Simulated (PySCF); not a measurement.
## B3LYP on Ne⁺ (neon, charge +1)

Configuration: [He] 2s2 2p5, 2P determinant. All numbers are calculated (PySCF 2.14, the non-relativistic Hamiltonian (point nucleus), in pcseg-2 (4s3p2d1f, 30 functions)).

```
Total energy                                                  : -128.1725 hartree
One-electron energy                                           : -175.0632 hartree
Hartree (Coulomb) energy                                      : 58.8838 hartree
Exchange-correlation energy                                   : -11.9931 hartree
Kinetic energy                                                : 127.91432 hartree
⟨S²⟩                                                          : 0.7510
⟨L²⟩                                                          : 2.005
Sum of ⟨r⟩                                                    : 6.458 bohr
Sum of ⟨r²⟩                                                   : 6.927 bohr²
Traceless quadrupole moment −½Σ⟨3z² − r²⟩ along its main axis : 0.408 e·bohr²
Density at the nucleus (Gaussians lack the cusp)              : 601 bohr⁻³
Spin density at the nucleus                                   : 0.252 bohr⁻³
Langevin diamagnetic susceptibility                           : -5.49 ×10⁻⁶ cm³/mol
Time after the integrals                                      : 0.15 s of wall time on 1 thread of Neoverse-V1 (shared host)
```

| shell | electrons | mean orbital energy (hartree) | spread (hartree) | rms radius, mean of both spins (bohr) |
| --- | --- | --- | --- | --- |
| 1s α | 1 | -31.81678 | 0 | 0.184 |
| 1s β | 1 | -31.77526 | 0 | 0.184 |
| 2s α | 1 | -2.21202 | 0 | 0.952 |
| 2s β | 1 | -2.10393 | 0 | 0.952 |
| 2p α | 3 | -1.31957 | 0.11036 | 1.00 |
| 2p β | 2 | -1.24380 | 0 | 1.00 |
